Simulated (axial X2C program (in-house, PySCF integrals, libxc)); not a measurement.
## TiH: properties at the nuclei

Calculated with an in-house all-electron X2C program for linear molecules (integrals from PySCF): two-component X2C with atomic mean-field Coulomb and Gaunt terms, Gaussian nuclei, basis Ti dyall-cv3z, H dyall-v3z with contracted cores.

R = 1.754 Å (near the PBE0 minimum at charge 0 of the determinant lowest at the starting distance; the state shown can have its own minimum elsewhere).

Determinant lowest in the PBE0 search, Ω = 3/2 (⟨Sz⟩ = -1.50, ⟨Lz⟩ = 3.00 at PBE0), spin on the atoms Ti -1.53, H 0.03:

| level | Eeff magnitude (GV/cm) | Ws magnitude Ti (kHz) | A∥/gI Ti (MHz) | qzz Ti (a.u.) | A∥/gI H (MHz) | qzz H (a.u.) | μ (D) |
| --- | --- | --- | --- | --- | --- | --- | --- |
| PBE0 | 0.341 | 0.0854 | -16.9 | -0.72 | 3.83 | 0.07 | -2.58 |
| HF | 0.547 | 0.14 | 66 | -1.07 | -2.24 | 0.09 | -1.70 |
| r2SCAN | 0.355 | 0.0905 | -67.7 | -0.74 | 7.2 | 0.06 | -2.42 |
| BP86 | 0.282 | 0.071 | -43.1 | -0.65 | 4.65 | 0.06 | -2.41 |
| LDA | 0.273 | 0.0681 | -34.4 | -0.64 | 4.5 | 0.06 | -2.42 |

Determinant 0.04 eV from it at PBE0 and this distance, Ω = 9/2 (⟨Sz⟩ = 1.50, ⟨Lz⟩ = 3.00 at PBE0), spin on the atoms Ti 1.53, H -0.03:

| level | Eeff magnitude (GV/cm) | Ws magnitude Ti (kHz) | A∥/gI Ti (MHz) | qzz Ti (a.u.) | A∥/gI H (MHz) | qzz H (a.u.) | μ (D) |
| --- | --- | --- | --- | --- | --- | --- | --- |
| PBE0 | 0.339 | 0.0283 | 227 | -0.72 | 2.26 | 0.07 | -2.59 |
| HF | 0.544 | 0.0463 | 199 | -1.06 | 4.34 | 0.09 | -1.70 |
| r2SCAN | 0.353 | 0.0301 | 243 | -0.74 | 1.06 | 0.06 | -2.42 |
| BP86 | 0.28 | 0.0235 | 235 | -0.65 | 1.97 | 0.06 | -2.42 |
| LDA | 0.271 | 0.0225 | 234 | -0.64 | 2.06 | 0.06 | -2.42 |

Eeff is the effective electric field on the electron electric dipole moment in this Ω state and Ws the scalar–pseudoscalar constant of the nucleus named (defined with the proton number Z and per Ω); A∥ (defined per Ω) follows by multiplying with gI = μI/(I μN); qzz is the electric field gradient, eQq0 = 234.96 MHz × Q/barn × qzz; μ is positive if the H end (last atom) is positive. The operators were transformed with the bare-nucleus X2C matrices; with these basis sets, hyperfine constants and field gradients can be off by tens of per cent, and where levels differ in sign neither size nor sign is settled.

**Question.** With Q(47Ti) = 0.302 barn (Q from Pyykkö, Mol. Phys. 2018), turn the PBE0 values of the first state into constants in MHz.

**Answer.** eQq0(47Ti) = 234.96 × (0.302) × (-0.72) = -51.1 MHz.

Each state is one determinant with collinear spin, which with several unpaired electrons need not be a pure state. Unrestricted Hartree–Fock can overshoot spin polarisation at the nuclei. With several open shells hyperfine constants can be off by a factor of several. Where Eeff spreads by more than a factor of two the levels disagree and none is to be relied on. At BP86, r2SCAN a later determinant lies lower. States lie within half an eV, so the first need not be the ground state. Further determinants of the search, some of them spin-mixed, are not shown. Where a field gradient or hyperfine factor spreads by more than a factor of two over the levels, a constant derived from it is not to be relied on. PBE0 term energies can be off by some tenths of an eV.
